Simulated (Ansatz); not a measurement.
Pulling on the Si6–H7 bond in CH6BeSi (SMILES [CH3][Be][SiH3]) (multiplicity 1 held, fragments rigid). Energies count from the point at 1.489 Å.
Geometry at that point (charge 0, multiplicity 1):
```xyz
9

Be    -0.094     0.609    -0.432
C     -0.304     1.962    -1.393
H     -1.099     2.614    -1.016
H     -0.571     1.697    -2.422
H      0.606     2.571    -1.449
Si     0.179    -1.160     0.823
H      0.213    -2.419     0.029
H     -0.914    -1.321     1.822
H      1.452    -1.115     1.596
```

Signs of static correlation in cc-pV(T+d)Z, with CASSCF(2,2), from Ansatz (a first-principles code) runs.

| R (Å) | T1 of restricted CCSD | largest double amplitude of restricted CCSD | CASSCF natural occupations |
|---|---|---|---|
| 1.192 | 0.011 | 0.029 | 1.99 0.01 |
| 1.340 | 0.011 | 0.029 | 1.99 0.01 |
| 1.489 | 0.011 | 0.029 | 1.98 0.02 |
| 1.638 | 0.012 | 0.029 | 1.97 0.03 |
| 1.787 | 0.012 | 0.033 | 1.96 0.04 |
| 2.011 | 0.014 | 0.055 | 1.93 0.07 |
| 2.234 | 0.017 | 0.100 | 1.89 0.11 |
| 2.606 | 0.026 | 0.211 | 1.78 0.22 |
| 2.979 | (withheld) | 0.349 | 1.62 0.38 |
| 3.426 | 0.061 | (withheld) | 1.41 0.59 |
| 4.021 | 0.083 | 0.752 | 1.20 0.80 |
| 4.766 | 0.095 | 0.916 | 1.08 0.92 |

Question: Some entries are withheld; supply them.

Answer: 
- 2.979, T1 of restricted CCSD: 0.041
- 3.426, largest double amplitude of restricted CCSD: 0.533

Doubts at one or more of the structures used: a restricted determinant that unrestricted orbitals would lower (R-CCSD(T)/cc-pV(T+d)Z); other coupled-cluster roots lie near (R-CCSD(T)/cc-pV(T+d)Z); T1 above 0.05 (R-CCSD(T)/cc-pV(T+d)Z).
